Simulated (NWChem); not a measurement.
## Atomisation of BO

```xyz
2

B      0.0000     0.0000     0.7405
O      0.0000     0.0000    -0.4628
```
Charge 0, spin multiplicity 2.

Everything below was run with NWChem. All single points use one geometry, from UB3LYP/def2-SVP, a minimum by its harmonic frequencies.

Basis set: def2-TZVP. The atomisation energy is electronic alone: no zero-point, thermal, spin-orbit or counterpoise terms. No value is extrapolated to the basis-set limit. Free atoms are single determinants with multiplicities B 2, O 3.

B3LYP has NWChem's definition, with VWN1-RPA local correlation. The structure started from a generated list of species. The unpaired electrons of the parent sit in orbitals of symmetry a1 (C2v labels of the run); other states weren't searched. The stability of the SCF solutions was not checked.

**Question.** Order these methods by the atomisation energy they give, lowest first: B3LYP, PBE, LDA (SVWN5), TPSS, M06-2X.

**Answer.** TPSS (193.3 kcal/mol), B3LYP (194.3 kcal/mol), M06-2X (198.5 kcal/mol), PBE (206.9 kcal/mol), LDA (SVWN5) (232.8 kcal/mol)
